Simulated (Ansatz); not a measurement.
Si₄N₄O₂, relaxed as a singlet with RKS PBE0-D4/def2-SVP in Ansatz, starting from the GFN2-xTB geometry. Force threshold 0.02 eV/Å.

The restricted singlet is unstable towards broken spin symmetry in Hartree–Fock (as tested in another run); at PBE0-D4/def2-SVP this wasn't settled. Another isomer (singlet) lies 3.86 eV lower at PBE0-D4/def2-TZVP; other spin states weren't run for this one.

Start:

| atom | x (Å) | y (Å) | z (Å) |
| --- | --- | --- | --- |
| Si1 | -0.103 | -0.243 | -0.393 |
| Si2 | 0.085 | -0.128 | 2.653 |
| Si3 | -0.780 | -1.086 | -3.408 |
| Si4 | 1.084 | 2.014 | 0.847 |
| N5 | -0.294 | -0.783 | 1.180 |
| N6 | -0.558 | -1.002 | -1.776 |
| N7 | -1.021 | -1.247 | -4.957 |
| N8 | 0.686 | 1.336 | -0.572 |
| O9 | 0.038 | -0.318 | 4.142 |
| O10 | 0.864 | 1.457 | 2.283 |

```csv
step,energy (eV),largest force component (eV/Å),SCF passes
1,-41519.4100,2.114,58
2,-41519.5592,1.215,34
3,-41519.6412,0.429,40
4,-41519.6420,0.419,33
5,-41519.6522,0.125,36
6,-41519.6530,0.113,34
7,-41519.6537,0.067,35
8,-41519.6537,0.061,33
9,-41519.6539,0.010,28
```

Force components are those of the run's own axes.

End:

```xyz
10

Si   -0.130   -0.217   -0.338
Si    0.113   -0.088    2.621
Si   -0.746   -1.052   -3.316
Si    1.068    1.978    0.752
N    -0.321   -0.763    1.185
N    -0.603   -0.972   -1.716
N    -0.935   -1.225   -4.893
N     0.634    1.302   -0.670
O     0.031   -0.417    4.108
O     0.888    1.454    2.269
```

By distances, no bond broke or formed. The bond that changes most is Si1–Si4, from 2.84 to 2.73 Å (atoms count from 1).

No frequencies were taken in this run, so the end may be a saddle point.

Run time 35 s (4 threads of Arm Neoverse V1 on a shared host).
